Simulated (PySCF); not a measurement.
Delta-SCF ions had no search for a lower state. Excitations are Tamm–Dancoff values on a coarser integration grid. The basis has no diffuse functions, so Rydberg states are missing or too high.

C3H9Al, SMILES `[CH3][Al]([CH3])[CH3]` (charge 0, multiplicity 1)

Method: PySCF 2.14.0 with CAM-B3LYP-D3(BJ)/def2-TZVP.

```
Property                                                              Result
-------------------------------------------  -------------------------------
HOMO                                                                -8.93 eV
dipole moment                                                         0.00 D
HOMO–LUMO gap                                                        9.49 eV
LUMO                                                                 0.56 eV
S1 excitation (TDA)                                                  5.82 eV
S1 oscillator strength                                                 0.000
brightest of the four lowest singlets (TDA)                          6.95 eV
T1 excitation (TDA)                                                  5.51 eV
S1–T1 gap (TDA)                                                      0.31 eV
vertical ionisation energy (Delta-SCF)                               9.76 eV
total energy                                                    -362.1709 Ha
cost                                         around 2.2 core-minutes (rough)
```

Bond lengths (Å): C1–Al2 1.953, C1–H5 1.094, C1–H6 1.091, C1–H7 1.094, Al2–C3 1.953, Al2–C4 1.953, C3–H8 1.091, C3–H9 1.093, C3–H10 1.094, C4–H11 1.094, C4–H12 1.094, C4–H13 1.091. Angles (°): Al2–C1–H5 110.9, Al2–C1–H6 113.4, Al2–C1–H7 111.0, H5–C1–H6 107.6, H5–C1–H7 106.0, H6–C1–H7 107.6, C1–Al2–C3 120.0, C1–Al2–C4 120.0, C3–Al2–C4 120.0, Al2–C3–H8 113.4, Al2–C3–H9 111.2, Al2–C3–H10 110.7, H8–C3–H9 107.8, H8–C3–H10 107.5, H9–C3–H10 106.0, Al2–C4–H11 111.1, Al2–C4–H12 110.8, Al2–C4–H13 113.4, H11–C4–H12 106.0, H11–C4–H13 107.7, H12–C4–H13 107.5.
